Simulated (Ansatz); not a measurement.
Consider the ligand exchange at the Si–N bond: `O=CO[SiH2][NH][AlH2]` + H–F → `O=CO[SiH2]F` + `[NH2][AlH2]`.

Isolated molecules relaxed with PBE0-D4/def2-TZVP in Ansatz; ΔE leaves out vibrations. CBS: MP2 limit from def2 TZ/QZ plus the TZ coupled-cluster correction, frozen cores. This one scheme is used for every species. DFT in def2-TZVPP. B3LYP here is the variant with VWN-RPA as its local correlation; programs differ in this. Each species was taken in one conformer, which may not be the lowest.

(1) Is it downhill or uphill in electronic energy at CCSD(T)/CBS, and by how much? (Estimate.)

(2) What do these levels give: B3LYP-D4, revPBE, BLYP, r2SCAN, r2SCAN0, CCSD/CBS(def2)? (Best estimate.)

Largest T1 diagnostic among the species: 0.015.

Results:

(1) The calculation gave: Downhill: ΔE = -61.3 kJ/mol.

(2) Ansatz gave: B3LYP-D4 -66.5, revPBE -70.8, BLYP -81.7, r2SCAN -69.9, r2SCAN0 -67.3, CCSD/CBS(def2) -64.8 kJ/mol.

In def2-TZVPP, CCSD(T) changes the Hartree–Fock value by +21.3 kJ/mol (the triples alone add +3.6 kJ/mol) and MP2 by +23.4 kJ/mol. From BLYP to BHLYP (50 % exact exchange), in def2-TZVPP and without D4, ΔE moves by +4.0 kJ/mol. The D4 term adds +11.7 kJ/mol with B3LYP and +6.6 kJ/mol with PBE0; it sums over pairs of atoms, weighted by their polarisabilities, and B3LYP, whose exchange is more repulsive, gets the larger term.
